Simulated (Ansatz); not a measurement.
Ideal-gas functions of C2H3AuFN, SMILES `CC#[N+][Au-][F]` at 500 K and 1 bar, from an Ansatz frequency run at PBE0-D4/def2-TZVP.

Molar mass 257.02 g/mol, point group C3v (symmetry number 3), electronic degeneracy 1, moments of inertia 3.187, 517.777, 517.777 u Å². Harmonic wavenumbers (cm⁻¹, unscaled): 80, 80, 227, 227, 347, 433, 433, 601, 1003, 1045, 1045, 1400, 1455, 1455, 2430, 3067, 3151, 3151.

Use S(trans) = R[1.5 ln M + 2.5 ln T − 1.1517]; rotational temperatures θ = 24.2544 K / I; S(rot) = R[ln(√π/σ · √(T³/θAθBθC)) + 1.5]; for each mode x = 1.438777 ν̃/T, S = R[x/(eˣ − 1) − ln(1 − e⁻ˣ)] and H = RT x/(eˣ − 1); 1 cm⁻¹ = 0.0119627 kJ/mol; R = 8.31446 J/(mol·K).

**Question.** By hand: the entropy, in J/(mol·K).

**Answer.** Translation 188.8. Rotation: θ = 7.6104, 0.0468, 0.0468 K, giving 102.6. Vibration, mode by mode: 20.54, 20.54, 12.00, 12.00, 8.66, 7.00, 7.00, 4.72, 1.90, 1.72, 1.72, 0.76, 0.66, 0.66, 0.06, 0.01, 0.01, 0.01, in all 100.0. Electronic 0.0. Sum 391.4 J/(mol·K).

**Question.** By hand: H − E and G − E in kJ/mol, counted from the electronic energy.

**Answer.** Zero-point energy ½ × 21630 × 0.0119627 = 129.4; thermal vibration 24.3; translation, rotation and pV give 4 RT = 16.6. H − E = 170.3 kJ/mol, and G − E = 170.3 − 500 × 391.4/1000 = -25.4 kJ/mol.

Vibration gives 26 % of the entropy, 41.1 J/(mol·K) of it from the modes under 150 cm⁻¹: soft modes count most, and the harmonic formula is weakest for them.
